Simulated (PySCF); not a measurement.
Si(H)(F)(OMe)(NH2) (CH6FNOSi), SMILES CO[SiH](N)F.

Geometry optimised at B3LYP-D3(BJ)/def2-SVP. This is a generated structure with no PubChem entry under its InChIKey; it may be hypothetical. One conformer was computed; it need not be the lowest.

Level of theory: PBE0/def2-TZVP in PySCF.

| Item | Result |
|---|---|
| total energy | -560.88330 hartree |
| highest occupied level | -7.96 eV |
| lowest empty level | 0.93 eV |
| orbital gap | 8.88 eV |
| dipole moment | 0.98 D |
| quadrupole, principal values (traceless, Buckingham form, about the centre of nuclear charge) | -11.11, 0.14, 10.97 D·Å |
| mean static polarisability | 46.6 bohr³ (6.90 Å³) |
| polarisability, principal values | 40.6, 44.6, 54.5 bohr³ |
